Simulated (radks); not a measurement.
The numbers below are computed, except where a source is named.
Pr V, configuration [Kr] 4d10 4f2 5s1 5p6 (not the ground configuration).

Level of theory: Dirac Kohn-Sham, B86b exchange with PBE correlation, spin-unpolarised, spherical densities, point nucleus; open shells are shared between the two j in proportion to 2j + 1 (a radial shooting solver on a logarithmic mesh with Libxc functionals).

Energy parts (hartree):
| part | energy |
|---|---|
| total | -9239.4450 |
| kinetic | 9939.1729 |
| electron-nucleus | -22453.6521 |
| Hartree | 3491.0865 |
| exchange-correlation | -216.0523 |

Orbitals (lengths in bohr, moments of r in powers of bohr; <r^-3> diverges for s and p1/2; r(90%) holds 90 % of the orbital's charge):
1s1/2: occ. 2; eigenvalue (hartree) -1537.243; <r> 0.02409; <r^2> 0.0007894; r(90%) 0.0435
2s1/2: occ. 2; eigenvalue (hartree) -248.6333; <r> 0.1026; <r^2> 0.01247; r(90%) 0.159
2p1/2: occ. 2; eigenvalue (hartree) -235.0592; <r> 0.08605; <r^2> 0.009131; r(90%) 0.142
2p3/2: occ. 4; eigenvalue (hartree) -217.3344; <r^-3> 7511; <r> 0.09236; <r^2> 0.01039; r(90%) 0.150
3s1/2: occ. 2; eigenvalue (hartree) -55.00843; <r> 0.2719; <r^2> 0.08464; r(90%) 0.400
3p1/2: occ. 2; eigenvalue (hartree) -49.23917; <r> 0.2617; <r^2> 0.07960; r(90%) 0.393
3p3/2: occ. 4; eigenvalue (hartree) -45.72764; <r^-3> 1530; <r> 0.2740; <r^2> 0.08704; r(90%) 0.410
3d3/2: occ. 4; eigenvalue (hartree) -35.66780; <r^-3> 251.9; <r> 0.2452; <r^2> 0.07094; r(90%) 0.384
3d5/2: occ. 6; eigenvalue (hartree) -34.91126; <r^-3> 228.3; <r> 0.2491; <r^2> 0.07304; r(90%) 0.389
4s1/2: occ. 2; eigenvalue (hartree) -12.29832; <r> 0.6211; <r^2> 0.4354; r(90%) 0.892
4p1/2: occ. 2; eigenvalue (hartree) -10.13632; <r> 0.6384; <r^2> 0.4636; r(90%) 0.928
4p3/2: occ. 4; eigenvalue (hartree) -9.37582; <r^-3> 332.4; <r> 0.6658; <r^2> 0.5039; r(90%) 0.968
4d3/2: occ. 4; eigenvalue (hartree) -5.82253; <r^-3> 45.74; <r> 0.7160; <r^2> 0.5942; r(90%) 1.07
4d5/2: occ. 6; eigenvalue (hartree) -5.68800; <r^-3> 41.04; <r> 0.7257; <r^2> 0.6101; r(90%) 1.09
5s1/2: occ. 1; eigenvalue (hartree) -2.92275; <r> 1.443; <r^2> 2.328; r(90%) 2.06
5p1/2: occ. 2; eigenvalue (hartree) -2.30260; <r> 1.584; <r^2> 2.815; r(90%) 2.28
5p3/2: occ. 4; eigenvalue (hartree) -2.17848; <r^-3> 54.27; <r> 1.649; <r^2> 3.052; r(90%) 2.37
4f5/2: occ. 0.857143; eigenvalue (hartree) -1.66022; <r^-3> 5.251; <r> 0.9671; <r^2> 1.175; r(90%) 1.62
4f7/2: occ. 1.14286; eigenvalue (hartree) -1.64479; <r^-3> 5.114; <r> 0.9747; <r^2> 1.194; r(90%) 1.63

The highest occupied level is 4f7/2 at -44.757 eV. Summed over all electrons, <r^2> = 33.88 bohr^2, which gives a Langevin (diamagnetic) susceptibility term of -26.8 x 10^-6 cm^3/mol. The density falls to 0.001 e/bohr^3 at r = 3.29 bohr.
